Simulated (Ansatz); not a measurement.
Geometry optimisation, RKS B3LYP-D4/def2-SVP in Ansatz 0.2.0.

Input:

```yaml
crystal:
  periodic: [false, false, false]
  atoms:
    - { symbol: F, position_ang: [-0.8601, 1.7484, 0.7832] }
    - { symbol: C, position_ang: [-0.3699, 0.5408, 1.0171] }
    - { symbol: "N", position_ang: [-1.1901, -0.4728, 0.3074] }
    - { symbol: B, position_ang: [-0.2526, -0.7356, -0.8979] }
    - { symbol: C, position_ang: [1.0357, -0.0373, -0.7105] }
    - { symbol: O, position_ang: [0.9876, 0.5451, 0.5929] }
    - { symbol: H, position_ang: [-2.06374, 0.02798, 0.56734] }
    - { symbol: H, position_ang: [-1.1013, -1.3358, 0.8822] }
    - { symbol: H, position_ang: [-0.8373, -0.6803, -1.9146] }
    - { symbol: H, position_ang: [1.1766, 0.7683, -1.4296] }
    - { symbol: H, position_ang: [1.8515, -0.7662, -0.7289] }
basis:
  gaussian: { orbitals: def2-SVP }
hamiltonian:
  xc: b3lyp
  dispersion: d4
relax:
  f_tol: 0.02
  max_steps: 50
```

Command:

```bash
$ ansatz run input.yaml --threads 2 --pin off --max-ram 3072MiB --backend cpu --events-out ev --progress --plain --runs-dir out
```

Where does it end, and by what steps?

The run converged. After 19 steps the energy has fallen by 3.913 eV; H7 moved furthest, 1.53 Å. Parted: C2–N3.

| step | energy less start (eV) | largest force component (eV/Å) | accepted |
| --- | --- | --- | --- |
| 0 | 0.0000 | 3.735 | yes |
| 1 | -1.3070 | 2.077 | yes |
| 2 | -1.7395 | 2.145 | yes |
| 3 | -1.9018 | 1.101 | yes |
| 4 | -1.9850 | 0.615 | yes |
| 5 | -2.0360 | 0.359 | yes |
| 6 | -2.2597 | 1.356 | yes |
| 7 | -2.6312 | 1.814 | yes |
| 8 | -3.0303 | 1.856 | yes |
| 9 | -3.4593 | 1.397 | yes |
| 10 | -3.6896 | 1.678 | yes |
| 11 | -3.8497 | 0.391 | yes |
| 12 | -3.8841 | 0.561 | yes |
| 13 | -3.8985 | 0.292 | yes |
| 14 | -3.9065 | 0.193 | yes |
| 15 | -3.9099 | 0.137 | yes |
| 16 | -3.9118 | 0.108 | yes |
| 17 | -3.9123 | 0.050 | yes |
| 18 | -3.9127 | 0.028 | yes |
| 19 | -3.9128 | 0.014 | yes |

```xyz
11
Properties=species:S:1:pos:R:3
F -0.048 2.117 0.588
C 0.599 1.324 1.460
N -1.477 -0.925 0.123
B -0.600 -0.603 -0.900
C 0.820 0.034 -0.604
O 1.041 0.293 0.831
H -2.389 -1.334 -0.038
H -1.265 -0.772 1.105
H -0.903 -0.827 -2.048
H 0.976 0.963 -1.171
H 1.622 -0.667 -0.878
```

Time of the run: 2.1 min on 2 threads of Arm Neoverse N1, with other jobs on the host, peak memory 0.24 GiB.
